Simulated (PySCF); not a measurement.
Species: C7H8SSi.
Cartesian coordinates in Å at the PBE0-D3(BJ)/def2-SVP level; atoms count from 1:
```
atom  x, y, z in Å
Si1    3.207   -0.309   -0.135
C2     1.327   -0.221   -0.099
C3     0.657    0.323    1.008
C4    -0.730    0.396    1.038
C5    -1.494   -0.075   -0.043
C6    -2.949    0.017    0.021
S7    -4.018   -0.461   -1.105
C8    -0.829   -0.621   -1.153
C9     0.557   -0.691   -1.178
H10    3.640   -0.992   -1.390
H11    3.796    1.064   -0.088
H12    3.713   -1.069    1.048
H13    1.226    0.697    1.865
H14   -1.239    0.822    1.908
H15   -3.322    0.468    0.956
H16   -1.433   -0.985   -1.988
H17    1.052   -1.121   -2.053
```

Method: PBE0-D3(BJ)/def2-SVP geometry optimisation, gas phase (PySCF).

Masses are those of the commonest isotopes; rigid-rotor values at the optimised geometry. The values belong to one conformer with, in the numbering `[SiH3:1][c:2]1[cH:3][cH:4][c:5]([CH:6]=[S:7])[cH:8][cH:9]1`, C4–C5–C6–S7 180°.

(1) What are A, B and C (cm⁻¹)?

(2) What kind of rotor is it?

(3) Is it planar, by Δ = Ic − Ia − Ib?

(4) List the rotational levels J(Ka,Kc) to J = 3 (MHz).

(5) Which types of transition are allowed, and where do some lines up to J = 3 fall?

Answers

(1) Ia = 114.34, Ib = 1019.31, Ic = 1127.75 u·Å²; 505379 MHz·u·Å²/I gives 4420, 495.8 and 448.1 MHz, that is A = 0.14744, B = 0.01654, C = 0.01495 cm⁻¹.

(2) A near-prolate asymmetric top. Ray's parameter κ = (2B − A − C)/(A − C) = -0.976; −1 is the prolate and +1 the oblate limit.

(3) Not planar: Δ = Ic − Ia − Ib = -5.90 u·Å². For a rigid frame Δ = −2 Σ m c², so Σ m c² = 2.95 u·Å² lies off the ab plane, practically all of it from hydrogen. The atom farthest from that plane is 1.25 Å away.

(4) Above 0(0,0):
J = 1: 1(0,1) 944, 1(1,1) 4868, 1(1,0) 4916
J = 2: 2(0,2) 2831, 2(1,2) 6708, 2(1,1) 6851, 2(2,1) 18624, 2(2,0) 18625
J = 3: 3(0,3) 5661, 3(1,3) 9468, 3(1,2) 9755, 3(2,2) 21456, 3(2,1) 21458, 3(3,1) 41197, 3(3,0) 41197

(5) The dipole components are |μa| = 2.13 D, |μb| = 1.13 D, |μc| = 0.00 D. Intensities carry the squares of the components, which stand as 1.00 : 0.28 : 0.00 (a : b : c). Some lines, for components of 0.1 D or more:

```csv
type,branch,"J(Ka,Kc)",MHz,lower level (cm⁻¹)
a,R,"1(0,1) ← 0(0,0)",944,0.000
a,R,"2(0,2) ← 1(0,1)",1887,0.031
a,R,"2(1,1) ← 1(1,0)",1936,0.164
a,R,"3(1,3) ← 2(1,2)",2760,0.224
a,R,"3(2,2) ← 2(2,1)",2832,0.621
a,R,"3(2,1) ← 2(2,0)",2834,0.621
a,R,"3(1,2) ← 2(1,1)",2903,0.229
b,Q,"1(1,0) ← 1(0,1)",3972,0.031
b,Q,"2(1,1) ← 2(0,2)",4020,0.094
b,Q,"3(1,2) ← 3(0,3)",4093,0.189
b,R,"1(1,1) ← 0(0,0)",4868,0.000
b,R,"2(1,2) ← 1(0,1)",5765,0.031
b,R,"3(1,3) ← 2(0,2)",6637,0.094
b,Q,"3(2,1) ← 3(1,2)",11704,0.325
b,Q,"2(2,0) ← 2(1,1)",11773,0.229
b,Q,"2(2,1) ← 2(1,2)",11916,0.224
b,Q,"3(2,2) ← 3(1,3)",11988,0.316
b,R,"2(2,1) ← 1(1,0)",13708,0.164
b,R,"2(2,0) ← 1(1,1)",13757,0.162
b,R,"3(2,2) ← 2(1,1)",14605,0.229
b,R,"3(2,1) ← 2(1,2)",14750,0.224
b,Q,"3(3,0) ← 3(2,1)",19739,0.716
b,Q,"3(3,1) ← 3(2,2)",19741,0.716
b,R,"3(3,1) ← 2(2,0)",22572,0.621
b,R,"3(3,0) ← 2(2,1)",22573,0.621
```

Not checked by PBE0-D3(BJ)/def2-SVP frequencies. Constants of a rigid frame at the computed geometry: no zero-point averaging, no centrifugal distortion. A rigid rotor knows nothing of internal rotation, which can split or shift real lines.
